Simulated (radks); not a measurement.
Results of a calculation; reference values are marked as such.
Cs+, 54 electrons, occupied as [Xe] (the NIST ground configuration).

Code: a radial shooting solver on a logarithmic mesh with Libxc functionals. Model: Dirac Kohn-Sham, PBE, spin-unpolarised, spherical densities, point nucleus.

Energy parts (eV):
part                      energy
total                 -211980.34
kinetic                225755.58
electron-nucleus      -515201.14
Hartree                 82705.47
exchange-correlation    -5240.25

Orbitals (lengths in bohr, moments of r in powers of bohr; r(90%) holds 90 % of the orbital's charge):
orbital  occ.  eigenvalue (eV)      <r>  r(90%)      <r^4>      <r^2>
1s1/2       2        -35777.12  0.02611  0.0470  2.245e-06  0.0009249
2s1/2       2        -5614.291   0.1117   0.173  0.0003768    0.01477
2p1/2       2        -5281.805  0.09403   0.154  0.0002392    0.01089
2p3/2       4        -4929.530  0.09992   0.162  0.0002913    0.01216
3s1/2       2        -1171.354   0.2987   0.439    0.01584     0.1021
3p1/2       2        -1032.530   0.2887   0.434    0.01496    0.09687
3p3/2       4        -965.0200   0.3005   0.451    0.01739     0.1047
3d3/2       4        -721.2158   0.2714   0.426    0.01380    0.08710
3d5/2       6        -706.8845   0.2751   0.431    0.01447    0.08935
4s1/2       2        -225.2855   0.6947   1.000     0.4346     0.5450
4p1/2       2        -175.4760   0.7206    1.05     0.5274     0.5912
4p3/2       4        -161.7068   0.7481    1.09     0.6126     0.6370
4d3/2       4         -80.7521   0.8307    1.26      1.079     0.8037
4d5/2       6         -78.4673   0.8411    1.27      1.135     0.8240
5s1/2       2         -31.9013    1.739    2.52      17.44      3.409
5p1/2       2         -19.8036    2.009    2.96      33.28      4.594
5p3/2       4         -18.1559    2.101    3.10      39.98      5.028

The highest occupied level is 5p3/2 at -18.156 eV. For comparison, the ionisation energy in NIST's Atomic Spectra Database is 23.157 eV (measured). In exact Kohn-Sham theory the highest level is minus the ionisation energy, but local and semilocal functionals leave it too shallow, through self-interaction and a potential that decays too fast; potentials with the right tail come closer. The density falls to 0.001 e/bohr^3 at r = 4.04 bohr. Summed over all electrons, <r^2> = 50.90 bohr^2, which gives a Langevin (diamagnetic) susceptibility term of -40.3 x 10^-6 cm^3/mol.
